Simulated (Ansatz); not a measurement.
FeNF₄, that is [FeNF4]- with one electron fewer. The state is a doublet with charge 0. Geometry B3LYP-D4/def2-SVPD, that of the charge -1 singlet; atoms count from 1.

```csv
atom,x (Å),y (Å),z (Å)
Fe1,0.026,-0.044,-0.039
N2,0.626,-1.040,-0.933
F3,-0.286,-0.930,1.499
F4,-1.748,-0.168,-0.332
F5,-0.040,1.472,-1.013
F6,1.422,0.709,0.817
```

The charge 0 doublet is spin-contaminated (final ⟨S²⟩ up to 1.44, 0.75 for a pure state).

Question: Estimate the Mulliken populations from the PBE0/def2-TZVPD orbitals of Ansatz.

Answer: 
```json
{"atom": "Fe1", "charge (e)": "1.22", "spin (α − β)": "2.15", "d electrons": "5.88"}
{"atom": "N2", "charge (e)": "0.10", "spin (α − β)": "-1.29", "d electrons": "–"}
{"atom": "F3", "charge (e)": "-0.33", "spin (α − β)": "0.03", "d electrons": "–"}
{"atom": "F4", "charge (e)": "-0.33", "spin (α − β)": "0.03", "d electrons": "–"}
{"atom": "F5", "charge (e)": "-0.33", "spin (α − β)": "0.03", "d electrons": "–"}
{"atom": "F6", "charge (e)": "-0.33", "spin (α − β)": "0.03", "d electrons": "–"}
```
Mulliken values depend strongly on the basis. With diffuse functions, as here, like atoms can get unlike values, and bond orders can come out too low or too high.

Question: Where does the spin sit?

Answer: Summed by element: Fe 2.15, N -1.29, F 0.14, of 1 unpaired in all. Largest on single atoms: Fe1 2.15, N2 -1.29, F3 0.03.

Question: And the Mayer bond orders between heavy atoms (over 0.3)?

Answer: Fe1–N2 2.05 (1.47 Å); Fe1–F3 0.78 (1.80 Å); Fe1–F4 0.78 (1.80 Å); Fe1–F5 0.78 (1.80 Å); Fe1–F6 0.78 (1.80 Å).
